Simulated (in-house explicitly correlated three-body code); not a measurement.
Computed with an exponentially correlated three-body code. Model: two electrons around a point charge, non-relativistic, variational in 260 exponentially correlated functions (energies converged to about 1e-7 hartree, or 1e-8 relative for large Z).

The wave function depends on r1, r2 and r12, so the cusp where the electrons meet is built in. Binding is counted against the one-electron ion, and the quantum defect is n less (Z − 1)/√(2 × binding).

Command:
```bash
python run_hyl.py task.json out
```
Settings (lengths in bohr, energies in hartree):
```
Z                      1.145
interaction_strength   1
functions              260
states_tried           13
```

Time taken, with all properties: 67 s on 1 thread of Arm Neoverse N1 (shared host).

**Those bound S and P states to n = 4 that converged, binding against the one-electron ion.**

Given: nuclear charge 1.145.

Computed: one-electron threshold -0.6555125 hartree.

```csv
term,energy (hartree),binding (eV),quantum defect
1 1S,-0.747665775,2.5076,0.66225
2 3S,?,?,?
2 1S,-0.660343483,0.13146,0.52485
3 3P,-0.656690378,0.032052,0.012535
3 1P,-0.656683583,0.031867,0.0038801
4 3S,-0.656484324,0.026445,0.71104
```

Question: What belongs in the row 2 3S?

Answer: energy (hartree): -0.661895197; binding (eV): 0.17368; quantum defect: 0.71663.

**Converged states only, values per electron or pair.**

| term | mean r (bohr) | mean r squared (bohr²) | mean inverse r (1/bohr) | mean r12 (bohr) | mean inverse r12 (1/bohr) | mean cosine | mean p1 dot p2 (bohr⁻²) | delta r1 (bohr⁻³) | delta r12 (bohr⁻³) |
| --- | --- | --- | --- | --- | --- | --- | --- | --- | --- |
| 1 1S | 2.0544 | 6.3021 | 0.83233 | 3.2742 | 0.41069 | -0.10105 | 0.051371 | 0.26558 | 0.0067693 |
| 2 3S | 9.2592 | 183.94 | 0.61041 | 17.283 | 0.074051 | -0.0087406 | 0.00038299 | 0.23946 | - |
| 2 1S | ? | ? | ? | ? | ? | ? | ? | ? | ? |
| 3 3P | 43.339 | 4203.3 | 0.58068 | 85.383 | 0.016373 | -0.00074357 | -3.2637e-05 | 0.2389 | - |
| 3 1P | 43.636 | 4258.2 | 0.58058 | 85.976 | 0.016165 | -0.00066193 | 2.4989e-05 | 0.2389 | 6.827e-08 |
| 4 3S | 56.64 | 7091 | 0.57883 | 111.98 | 0.012552 | -0.00053841 | 2.3282e-05 | 0.23895 | - |

Question: What belongs in the row 2 1S?

Answer: mean r (bohr): 12.067; mean r squared (bohr²): 312.94; mean inverse r (1/bohr): 0.601; mean r12 (bohr): 22.877; mean inverse r12 (1/bohr): 0.055605; mean cosine: -0.0050933; mean p1 dot p2 (bohr⁻²): 0.0005969; delta r1 (bohr⁻³): 0.23934; delta r12 (bohr⁻³): 7.9355e-05.

**Electric-dipole lines between converged S and P states, rate of the upper state's decay.**

```json
{"s state": "1 1S", "p state": "3 1P", "p minus s (eV)": "2.4758", "oscillator strength from s": "0.0030513", "rate (1/s)": "270520"}
{"s state": "2 1S", "p state": "3 1P", "p minus s (eV)": "?", "oscillator strength from s": "?", "rate (1/s)": "?"}
{"s state": "2 3S", "p state": "3 3P", "p minus s (eV)": "0.14163", "oscillator strength from s": "0.064833", "rate (1/s)": "18810"}
{"s state": "4 3S", "p state": "3 3P", "p minus s (eV)": "-0.005607", "oscillator strength from s": "-0.86077", "rate (1/s)": "1174.3"}
```

Question: What belongs in the row 2 1S 3 1P?

Answer: p minus s (eV): 0.099591; oscillator strength from s: 0.015021; rate (1/s): 2154.9.

**Functionals on the exact density and self-consistent, errors are functional minus exact, hybrids only self-consistent, a dash where a self-consistent run leaves the top level unbound.**

| result | exchange error (millihartree) | correlation error (millihartree) | functional driven error (millihartree) | self consistent total error (millihartree) | top level plus exact binding (eV) |
| --- | --- | --- | --- | --- | --- |
| r2SCAN | -8.2111 | 8.2956 | 0.084493 | - | - |
| LDA VWN5 | 61.27 | -40.25 | 21.021 | - | - |
| wB97X | - | - | - | ? | ? |
| SCAN | -8.2111 | 8.2956 | 0.084493 | - | - |
| PBEsol | 19.115 | -1.799 | 17.316 | - | - |
| revTPSS | ? | ? | ? | - | - |
| RPBE | -13.186 | 6.4403 | -6.7459 | - | - |
| LDA PW92 | 61.27 | -40.203 | 21.067 | - | - |
| PW91 | -5.7584 | 4.542 | -1.2164 | - | - |

Question: What belongs in the row wB97X?

Answer: self consistent total error (millihartree): -3.043; top level plus exact binding (eV): -0.17517.

Question: What belongs in the row revTPSS?

Answer: exchange error (millihartree): -7.3522; correlation error (millihartree): 1.2809; functional driven error (millihartree): -6.0713.
